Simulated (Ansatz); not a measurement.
Born–Oppenheimer molecular dynamics of a periodic cell of 34 atoms, H22CO11 (contents 10 H2O + 1 H2CO, density as packed 1.21 g/cm³ with natural masses). It starts from a partly relaxed structure (largest force component 0.82 eV/Å).

Computed with DFT LDA, scalar-relativistic, plane waves, PAW in Ansatz 0.2.0. Settings: accuracy low, cutoff 420 eV, k mesh 1x1x1, fermi-dirac smearing 0.05 eV, no spin polarisation.

```yaml
ensemble: NVT, Langevin thermostat
time_step: 0.5 fs
steps_asked: 300
set_temperature: 250 K
friction: 0.02 /fs
masses: H 2.014 u
seed: 143238
```

Frames 1 fs apart, positions in Å.

Velocities at 50.0 fs (Å/ps):

```
O -0.39 0.85 -0.68
H 7.70 8.79 7.00
H 3.52 4.94 -6.66
O -6.33 6.43 1.20
H 4.50 7.83 0.15
H -5.90 6.20 -3.39
O 1.87 -4.50 -6.33
H 4.12 -7.15 7.52
H 9.66 -1.74 -26.11
O 0.23 -1.39 0.19
H 7.95 1.18 -0.58
H 1.25 7.50 -2.21
O 3.15 3.05 2.87
H 4.62 12.08 3.53
H -6.08 -5.48 10.80
O -1.73 -2.30 2.00
H -5.91 -3.24 7.65
H 16.97 5.17 1.51
O -6.21 -7.11 3.03
H 1.00 7.27 -16.95
H -16.20 -1.36 3.43
O 3.03 -3.37 1.03
H 8.03 -4.00 7.03
H 16.87 -18.98 -4.29
O 0.83 -0.68 -2.70
H -19.24 5.04 -15.87
H 6.52 -10.92 12.08
O 2.89 1.84 2.27
H 9.62 -2.26 2.67
H 11.02 0.04 -4.57
O 3.64 5.49 3.72
C -2.65 -3.53 -2.30
H -23.09 0.68 19.91
H 17.88 -3.73 -9.46
```

```xyz
34
Lattice="6.6100 0.0000 0.0000 0.0000 6.6100 0.0000 0.0000 0.0000 6.6100" Properties=species:S:1:pos:R:3 time_fs=50.0 energy_less_start_eV=0.610 T=225
O 3.348 4.711 3.713
H 3.375 3.959 4.423
H 2.530 4.530 3.099
O 1.376 1.041 -0.701
H 2.250 1.534 -0.864
H 1.375 0.440 0.083
O 6.766 2.738 0.971
H 7.273 2.460 0.153
H 6.809 1.993 1.573
O 5.628 3.652 3.354
H 5.818 3.451 2.393
H 4.645 3.898 3.409
O 5.679 1.517 4.611
H 5.858 2.419 4.111
H 6.502 1.325 5.204
O 2.536 1.830 2.871
H 3.201 1.196 2.450
H 1.613 1.481 2.694
O 3.907 6.451 1.845
H 3.880 5.900 2.660
H 4.887 6.556 1.767
O 0.107 0.554 2.424
H -0.346 0.727 3.320
H 0.504 -0.330 2.300
O 3.416 2.534 5.093
H 4.374 2.204 5.105
H 2.966 2.120 4.152
O 1.484 4.864 1.930
H 0.948 4.074 1.539
H 2.181 5.062 1.231
O 5.987 5.703 6.909
C 5.242 5.361 6.004
H 4.818 6.120 5.268
H 5.051 4.254 5.843
34
Lattice="6.6100 0.0000 0.0000 0.0000 6.6100 0.0000 0.0000 0.0000 6.6100" Properties=species:S:1:pos:R:3 time_fs=51.0 energy_less_start_eV=0.624 T=216
O 3.348 4.712 3.712
H 3.382 3.969 4.429
H 2.532 4.535 3.096
O 1.369 1.046 -0.699
H 2.256 1.541 -0.863
H 1.372 0.447 0.078
O 6.768 2.734 0.964
H 7.279 2.452 0.163
H 6.821 1.987 1.550
O 5.628 3.650 3.354
H 5.824 3.452 2.395
H 4.645 3.907 3.405
O 5.684 1.519 4.614
H 5.860 2.429 4.114
H 6.494 1.319 5.213
O 2.535 1.828 2.873
H 3.192 1.195 2.457
H 1.629 1.485 2.696
O 3.901 6.444 1.848
H 3.879 5.904 2.646
H 4.872 6.554 1.772
O 0.110 0.551 2.425
H -0.337 0.721 3.326
H 0.524 -0.350 2.295
O 3.417 2.533 5.090
H 4.354 2.208 5.088
H 2.974 2.112 4.167
O 1.488 4.865 1.932
H 0.957 4.074 1.541
H 2.189 5.062 1.230
O 5.990 5.708 6.912
C 5.240 5.357 6.001
H 4.796 6.120 5.289
H 5.069 4.251 5.834
34
Lattice="6.6100 0.0000 0.0000 0.0000 6.6100 0.0000 0.0000 0.0000 6.6100" Properties=species:S:1:pos:R:3 time_fs=52.0 energy_less_start_eV=0.649 T=215
O 3.348 4.713 3.711
H 3.388 3.978 4.434
H 2.536 4.542 3.099
O 1.362 1.051 -0.697
H 2.264 1.548 -0.859
H 1.370 0.456 0.073
O 6.770 2.731 0.957
H 7.287 2.443 0.171
H 6.836 1.971 1.534
O 5.629 3.648 3.354
H 5.829 3.454 2.400
H 4.646 3.918 3.400
O 5.688 1.521 4.617
H 5.860 2.436 4.114
H 6.484 1.317 5.218
O 2.533 1.827 2.874
H 3.183 1.193 2.465
H 1.646 1.488 2.699
O 3.895 6.438 1.849
H 3.876 5.901 2.640
H 4.858 6.553 1.775
O 0.113 0.549 2.426
H -0.327 0.713 3.332
H 0.545 -0.371 2.292
O 3.416 2.532 5.088
H 4.334 2.208 5.073
H 2.986 2.105 4.183
O 1.490 4.866 1.932
H 0.968 4.075 1.543
H 2.192 5.061 1.234
O 5.994 5.713 6.913
C 5.240 5.353 6.000
H 4.773 6.117 5.312
H 5.086 4.252 5.825
34
Lattice="6.6100 0.0000 0.0000 0.0000 6.6100 0.0000 0.0000 0.0000 6.6100" Properties=species:S:1:pos:R:3 time_fs=53.0 energy_less_start_eV=0.667 T=209
O 3.348 4.714 3.709
H 3.391 3.987 4.436
H 2.540 4.547 3.107
O 1.354 1.056 -0.696
H 2.269 1.550 -0.853
H 1.368 0.462 0.067
O 6.771 2.730 0.950
H 7.294 2.431 0.180
H 6.851 1.948 1.524
O 5.630 3.647 3.353
H 5.831 3.458 2.408
H 4.648 3.931 3.394
O 5.693 1.524 4.618
H 5.859 2.440 4.116
H 6.474 1.317 5.223
O 2.533 1.826 2.875
H 3.175 1.190 2.472
H 1.662 1.485 2.702
O 3.889 6.432 1.851
H 3.871 5.889 2.641
H 4.849 6.555 1.774
O 0.116 0.546 2.426
H -0.318 0.702 3.338
H 0.564 -0.390 2.291
O 3.414 2.531 5.086
H 4.316 2.203 5.057
H 3.000 2.099 4.203
O 1.493 4.867 1.932
H 0.978 4.075 1.543
H 2.195 5.060 1.244
O 5.996 5.716 6.912
C 5.239 5.349 6.000
H 4.752 6.112 5.337
H 5.103 4.253 5.815
34
Lattice="6.6100 0.0000 0.0000 0.0000 6.6100 0.0000 0.0000 0.0000 6.6100" Properties=species:S:1:pos:R:3 time_fs=54.0 energy_less_start_eV=0.652 T=223
O 3.347 4.714 3.708
H 3.390 3.995 4.435
H 2.547 4.549 3.117
O 1.348 1.061 -0.695
H 2.269 1.550 -0.848
H 1.367 0.468 0.061
O 6.774 2.730 0.943
H 7.302 2.417 0.185
H 6.866 1.921 1.518
O 5.631 3.645 3.352
H 5.831 3.463 2.415
H 4.652 3.943 3.386
O 5.698 1.526 4.619
H 5.859 2.441 4.120
H 6.464 1.321 5.225
O 2.533 1.827 2.876
H 3.171 1.183 2.477
H 1.669 1.480 2.705
O 3.883 6.426 1.851
H 3.862 5.871 2.651
H 4.845 6.558 1.769
O 0.119 0.541 2.427
H -0.309 0.692 3.343
H 0.578 -0.405 2.290
O 3.411 2.530 5.084
H 4.308 2.194 5.043
H 3.016 2.097 4.225
O 1.497 4.866 1.931
H 0.989 4.076 1.542
H 2.196 5.061 1.257
O 5.998 5.719 6.910
C 5.237 5.345 6.000
H 4.730 6.104 5.363
H 5.119 4.256 5.803
34
Lattice="6.6100 0.0000 0.0000 0.0000 6.6100 0.0000 0.0000 0.0000 6.6100" Properties=species:S:1:pos:R:3 time_fs=55.0 energy_less_start_eV=0.614 T=233
O 3.347 4.713 3.708
H 3.384 4.004 4.434
H 2.552 4.551 3.130
O 1.342 1.067 -0.694
H 2.265 1.547 -0.841
H 1.367 0.471 0.058
O 6.775 2.730 0.936
H 7.313 2.400 0.183
H 6.876 1.895 1.515
O 5.633 3.645 3.351
H 5.830 3.468 2.423
H 4.659 3.954 3.374
O 5.702 1.529 4.620
H 5.857 2.439 4.125
H 6.455 1.327 5.227
O 2.534 1.828 2.878
H 3.168 1.172 2.482
H 1.665 1.471 2.707
O 3.877 6.420 1.853
H 3.851 5.848 2.667
H 4.843 6.563 1.758
O 0.123 0.537 2.429
H -0.300 0.682 3.348
H 0.589 -0.415 2.293
O 3.408 2.531 5.081
H 4.308 2.180 5.034
H 3.032 2.097 4.242
O 1.500 4.865 1.931
H 1.002 4.077 1.542
H 2.198 5.064 1.273
O 5.999 5.720 6.907
C 5.236 5.341 6.003
H 4.707 6.096 5.389
H 5.137 4.258 5.788
```

Of the whole run (150 fs, mean temperature of the second half 233 K): A run of 0.15 ps of so small a system gives no equilibrium averages. Limits of this set-up: coarse k mesh, low accuracy level.

Time of the run: 5 min on 1 thread of Arm Neoverse V2 (shared host), peak memory 0.33 GiB.
